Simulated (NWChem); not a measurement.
System meant: C$_{2}$H$_{7}$AlO$_{2}$; SMILES CC[O][AlH][OH]

NWChem input:

```
start job
memory heap 200 mb stack 900 mb global 1100 mb
geometry units angstroms noautoz
  Al    -0.546618     1.039203    -0.028009
  H     -2.104874     0.841120    -0.111330
  O      0.022444     2.637127     0.046961
  H      0.945328     2.890124     0.101261
  O      0.580451    -0.220315    -0.008680
  C      0.792700    -1.592430    -0.028762
  C     -0.481707    -2.408470     0.072883
  H      1.330026    -1.864254    -0.957660
  H      1.469964    -1.863948     0.803353
  H     -1.157445    -2.196043    -0.771044
  H     -0.258721    -3.486725     0.065986
  H     -1.022512    -2.179565     1.005278
end
basis spherical
  Al library def2-svp
  H library def2-svp
  O library def2-svp
  C library def2-svp
end
dft
  odft
  mult 2
  xc pbe0
  iterations 150
  mulliken
end
task dft energy
```

End of the output:

```
 ==============================================================================
                                 internuclear angles
 ------------------------------------------------------------------------------
        center 1       |       center 2       |       center 3       |  degrees
 ------------------------------------------------------------------------------
    2 H                |   1 Al               |   3 O                |   116.93
    2 H                |   1 Al               |   5 O                |   124.56
    3 O                |   1 Al               |   5 O                |   118.51
    1 Al               |   3 O                |   4 H                |   125.00
    1 Al               |   5 O                |   6 C                |   146.94
    5 O                |   6 C                |   7 C                |   113.72
    5 O                |   6 C                |   8 H                |   109.21
    5 O                |   6 C                |   9 H                |   108.97
    7 C                |   6 C                |   8 H                |   109.39
    7 C                |   6 C                |   9 H                |   109.38
    8 H                |   6 C                |   9 H                |   105.88
    6 C                |   7 C                |  10 H                |   111.12
    6 C                |   7 C                |  11 H                |   110.87
    6 C                |   7 C                |  12 H                |   110.94
   10 H                |   7 C                |  11 H                |   107.95
   10 H                |   7 C                |  12 H                |   107.88
   11 H                |   7 C                |  12 H                |   107.95
 ------------------------------------------------------------------------------
                            number of included internuclear angles:         17
 ==============================================================================

 Summary of "ao basis" -> "" (spherical)
 ------------------------------------------------------------------------------
       Tag                 Description            Shells   Functions and Types
 ---------------- ------------------------------  ------  ---------------------
 Al                         def2-svp                 8       18   4s3p1d
 H                          def2-svp                 3        5   2s1p
 O                          def2-svp                 6       14   3s2p1d
 C                          def2-svp                 6       14   3s2p1d

                                 NWChem DFT Module
                                 -----------------

 Summary of "ao basis" -> "ao basis" (spherical)
 ------------------------------------------------------------------------------
       Tag                 Description            Shells   Functions and Types
 ---------------- ------------------------------  ------  ---------------------
 Al                         def2-svp                 8       18   4s3p1d
 H                          def2-svp                 3        5   2s1p
 O                          def2-svp                 6       14   3s2p1d
 C                          def2-svp                 6       14   3s2p1d

  number of electrons :                   48
  multiplicity        :                    2
 ------------------------------------------------------------------------
  no. of electrons and multiplicity not compatible                  48
 ------------------------------------------------------------------------
 ------------------------------------------------------------------------
  current input line :
    30: task dft energy
 ------------------------------------------------------------------------
 ------------------------------------------------------------------------
 There is an error in the input file
 ------------------------------------------------------------------------
 For more information see the NWChem manual at https://nwchemgit.github.io

0: no. of electrons and multiplicity not compatible:Received an Error in Communication
```

Can this run be used? If not, why, and what is the fix?

The input was rejected before any calculation. Cause: the multiplicity doesn't fit the number of electrons (an even count wants an odd multiplicity, and the reverse). This input runs:
```
start job
memory heap 200 mb stack 900 mb global 1100 mb
geometry units angstroms noautoz
  Al    -0.546618     1.039203    -0.028009
  H     -2.104874     0.841120    -0.111330
  O      0.022444     2.637127     0.046961
  H      0.945328     2.890124     0.101261
  O      0.580451    -0.220315    -0.008680
  C      0.792700    -1.592430    -0.028762
  C     -0.481707    -2.408470     0.072883
  H      1.330026    -1.864254    -0.957660
  H      1.469964    -1.863948     0.803353
  H     -1.157445    -2.196043    -0.771044
  H     -0.258721    -3.486725     0.065986
  H     -1.022512    -2.179565     1.005278
end
basis spherical
  Al library def2-svp
  H library def2-svp
  O library def2-svp
  C library def2-svp
end
dft
  xc pbe0
  iterations 150
  mulliken
end
task dft energy
```
It converges to -472.76922 Ha (PBE0/def2-SVP).
